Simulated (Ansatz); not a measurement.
A geometry optimisation of CH3AlGa− with BLYP-D3(BJ)/def2-SVPD

The starting geometry of this gas-phase singlet was optimised with GFN2-xTB.

```yaml
atoms:
  - { symbol: C, position_ang: [-0.0283, -0.0359, -0.3503] }
  - { symbol: Al, position_ang: [0.1421, 0.9816, 1.2983] }
  - { symbol: Ga, position_ang: [-1.4996, -1.5939, -1.1924] }
  - { symbol: H, position_ang: [-0.2833, 0.7157, -1.1473] }
  - { symbol: H, position_ang: [0.9406, -0.4953, -0.7024] }
  - { symbol: H, position_ang: [-3.3534, -0.3950, -1.3872] }
```

**Question.** Where would you expect an optimisation with BLYP-D3(BJ)/def2-SVPD to take it?

**Answer.** New bonds form, giving a structure given below by its coordinates. Contacts that close: C1–Ga3 (2.30 → 2.10 Å), Al2–H6 (4.62 → 1.88 Å).

The energy falls by 0.85 eV over 16 steps:

```
step  E − E(last) (eV)
   1             0.847
   3             0.467
   4             0.421
   6             0.321
   8             0.166
   9             0.076
  11             0.001
  13             0.000
  14             0.000
  16             0.000
```

Final geometry (Å):

```yaml
atoms:
  - { symbol: C, position_ang: [0.0287, -0.1604, -0.6620] }
  - { symbol: Al, position_ang: [-1.0759, 0.6269, 0.8348] }
  - { symbol: Ga, position_ang: [-1.5513, -1.3302, -1.4078] }
  - { symbol: H, position_ang: [-0.0521, 0.6005, -1.4932] }
  - { symbol: H, position_ang: [1.0886, -0.4797, -0.6077] }
  - { symbol: H, position_ang: [-2.5200, -0.0800, -0.1453] }
```

Frequencies at the end are all real (lowest 181 cm⁻¹). Run with Ansatz 0.2.0, 87 s on 2 threads of AMD EPYC (Zen 3) (shared host).
